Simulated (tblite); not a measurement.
C6H14S2.
Cartesian coordinates in Å at the GFN2-xTB level; atoms count from 1:
```
atom  x, y, z in Å
C1    -1.840   -2.402    0.117
C2    -1.146   -1.331   -0.715
C3    -0.883   -0.049    0.067
C4    -0.326    1.063   -0.812
C5    -0.197    2.390   -0.075
S6     0.226   -0.390    1.504
S7     1.934   -1.083    0.658
C8     3.048    0.364    0.723
H9    -1.997   -3.296   -0.481
H10   -2.805   -2.047    0.473
H11   -1.233   -2.667    0.979
H12   -1.766   -1.082   -1.580
H13   -0.194   -1.719   -1.088
H14   -1.797    0.286    0.565
H15    0.646    0.752   -1.204
H16   -0.994    1.189   -1.668
H17   -1.174    2.744    0.245
H18    0.246    3.143   -0.723
H19    0.428    2.282    0.808
H20    3.049    0.764    1.732
H21    2.732    1.117    0.008
H22    4.033   -0.009    0.467
```

Method: GFN2-xTB as coded in tblite; computed harmonic values from a numerical Hessian at the method's own geometry, unscaled. Against measured fundamentals such values can be off by several per cent, at times by over 20. One conformer, not necessarily the lowest.

Harmonic wavenumbers (cm⁻¹): 44.8, 74.9, 85.3, 108.7, 130.9, 150.5, 190.2, 192.0, 207.8, 231.2, 263.2, 373.4, 445.8, 449.3, 512.7, 601.9, 699.6, 808.4, 850.6, 915.4, 933.8, 935.3, 975.9, 1036.6, 1066.2, 1070.3, 1106.9, 1125.3, 1146.3, 1211.1, 1236.1, 1257.0, 1282.1, 1307.9, 1342.1, 1347.8, 1416.0, 1418.5, 1445.0, 1446.8, 1481.6, 1494.4, 1498.4, 1499.2, 1499.9, 1505.7, 2947.3, 2954.0, 2959.8, 2969.8, 2976.3, 3032.2, 3034.6, 3036.6, 3038.4, 3041.8, 3042.4, 3046.6, 3048.2, 3061.6.

A = 1571, B = 1151, C = 811.0 MHz; mass 150.054 u (most abundant isotopes); point group C1, symmetry number 1.

Zero-point energy?

Half the sum of the wavenumbers: 41306 cm⁻¹ = 494.13 kJ/mol.

Give the ideal-gas entropy at 298.15 K and 1 bar in the rigid-rotor, harmonic-oscillator model (classical rotation).

Translation 171.35, rotation 124.57, vibration 156.29: S = 452.2 J/(mol K).

And Cp and H(298.15 K) − H(0)?

Cp = 178.67 J/(mol K), of which vibrations give 145.41 (their classical limit is 60 R = 498.9); H(298.15 K) − H(0) = 33.78 kJ/mol without the zero-point energy, 23.86 from vibrations.

How do the functions run with temperature in this model?

| T (K) | S (J/(mol K)) | Cp (J/(mol K)) | H − H(0) (kJ/mol) | G − H(0) (kJ/mol) | ln q(vib) |
| --- | --- | --- | --- | --- | --- |
| 50 | 253.1 | 63.8 | 2.23 | -10.43 | 0.63 |
| 100 | 308.6 | 97.3 | 6.33 | -24.53 | 2.28 |
| 373.15 | 495.8 | 211.1 | 48.40 | -136.61 | 11.54 |
| 500 | 564.8 | 261.6 | 78.46 | -203.94 | 15.40 |
| 750 | 686.1 | 336.5 | 153.87 | -360.68 | 22.56 |
| 1000 | 790.3 | 387.6 | 244.77 | -545.55 | 29.18 |

q(vib) and H(0) count from the zero-point level.

What must be added to the electronic energy to get the Gibbs energy at 298.15 K and 1 bar?

ZPE + [H(298.15 K) − H(0)] − T·S = 494.13 + 33.78 − 134.83 = 393.08 kJ/mol.

Blend soft modes into free rotors: weight 1/[1 + (100 cm⁻¹/ν̃)⁴] for the oscillator and the rest for a rotor with moment μB/(μ + B), μ = h/(8π²ν), B = 10⁻⁴⁴ kg m². What vibrational entropy results?

144.53 J/(mol K) in place of 156.29, which changes −T·S at 298.15 K by +3.50 kJ/mol.

Hindered rotation and anharmonicity are outside this model. Other conformers, if any are populated, would add a mixing term that is left out. The structure is chiral; the term R ln 2 for an equal mix with its mirror image is left out.
